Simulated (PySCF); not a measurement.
A calculated (BP86, PySCF 2.14, x2c-SVPall, the spin-free X2C one-electron Hamiltonian (Gaussian nucleus)) atom or ion has these occupied shells.

| shell | electrons | orbital energy (eV) | rms radius, mean of both spins (bohr) |
| --- | --- | --- | --- |
| 1s α | 1 | -3956.5 | 0.0889 |
| 1s β | 1 | -3956.5 | 0.0889 |
| 2s α | 1 | -422.22 | 0.395 |
| 2s β | 1 | -422.19 | 0.395 |
| 2p α | 3 | -342.72 | 0.364 |
| 2p β | 3 | -342.69 | 0.364 |
| 3s α | 1 | -54.651 | 1.24 |
| 3s β | 1 | -54.561 | 1.24 |
| 3p α | 3 | -35.545 | 1.38 |
| 3p β | 3 | -35.425 | 1.38 |
| 4s α | 1 | -9.553 | 3.94 |

(1) Name the element and its charge.

Answers

(1) Ca⁺ (calcium, charge +1), in [Ar] 4s1, 2S determinant.
